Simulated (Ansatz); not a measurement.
In(Cl)2(SeH) (Cl2HInSe), SMILES [Cl][In]([Cl])[SeH].

Coordinates come from a B3LYP-D3(BJ)/def2-SVP optimisation. The structure was generated by enumeration; whether it is a known compound was not checked. The def2 effective core potentials stand for the cores of In; spin–orbit coupling is left out. One conformer was computed; it need not be the lowest.

Two levels are set side by side: PBE/def2-SVPD (Ansatz, a first-principles code) and CAM-B3LYP/def2-SVPD (Ansatz). Energy differences of separate SCF runs at the same geometry; the states with an electron removed or added have multiplicity 2 and 2. Differences are taken from unrounded values.

```json
[
 {"quantity": "vertical ionisation energy (eV)", "CAM-B3LYP": "10.09", "PBE": "9.74", "PBE minus CAM-B3LYP": "-0.35"},
 {"quantity": "vertical electron affinity (eV)", "CAM-B3LYP": "1.40", "PBE": "1.44", "PBE minus CAM-B3LYP": "0.04"},
 {"quantity": "vertical singlet–triplet gap (eV)", "CAM-B3LYP": "3.66", "PBE": "3.37", "PBE minus CAM-B3LYP": "-0.29"}
]
```
